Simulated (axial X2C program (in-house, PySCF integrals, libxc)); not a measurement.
## Testing model relations on NaSe⁻

A bond curve at the PBE0 level, with spin–orbit coupling, was computed with an in-house relativistic program for diatomic molecules (basis Se dyall-acv3z [9s10p7d5f1g], Na dyall-av3z [10s9p5d2f] (cores contracted in-house)) for the state Ω = 0 (closed shell). Its fit gives Re = 2.5224 Å, ωe = 287.0 cm⁻¹, ωexe = 1.39 cm⁻¹ and αe = 9.353e-04 cm⁻¹; the masses are 79.9165 and 22.9898 u. Two-component means X2C with spin–orbit coupling and atomic mean-field Coulomb and Gaunt terms.

**Question.** Find the reduced mass, Be and the force constant.

**Answer.** From the PBE0 values: μ = 17.8538 u. Be = 16.8576/(μ Re²) = 0.1484 cm⁻¹. k = 5.8918×10⁻⁷ μ ωe² = 0.866 mdyn/Å.

**Question.** Estimate De from a Morse curve and compare with the computed well depth of 1.411 eV to Se- + Na.

**Answer.** De(Morse) = ωe²/(4ωexe) = 1.837 eV against 1.411 eV computed, a ratio of 1.30. The extrapolation overshoots: the well softens faster than a Morse curve, or the lowest atomic limit lies below the one to which the curve heads.

**Question.** Give B0, the J = 1←0 line in GHz and the most populated J at 300 K (kT = 208.5 cm⁻¹).

**Answer.** B0 = Be − αe/2 = 0.1479 cm⁻¹; 2B0 = 8.87 GHz; J(max) ≈ √(kT/2B0) − 1/2 = 26.0, so J = 26.

**Question.** Where do the fundamental and the first overtone lie?

**Answer.** ν(1←0) = ωe − 2ωexe = 284.2 cm⁻¹; ν(2←0) = 2ωe − 6ωexe = 565.7 cm⁻¹.

**Question.** Estimate the centrifugal constant by the Kratzer relation.

**Answer.** D = 4Be³/ωe² = 1.59e-07 cm⁻¹.

The state is a single determinant with fixed occupations, the lowest that a limited PBE0 search found. De is counted from the lowest determinant-based energies of the atoms at the same level, without counterpoise correction. PBE0 can misorder states that lie within some tenths of an eV, so this need not be the ground state of the molecule. The nearest other 2c determinant of the search, Ω = 2, lies 0.35 eV up at the distance of the search. The functionals have no current-density term, which raises determinants with orbital currents, atoms included. The highest occupied level of some functionals is positive through self-interaction error; at Hartree–Fock it is bound.
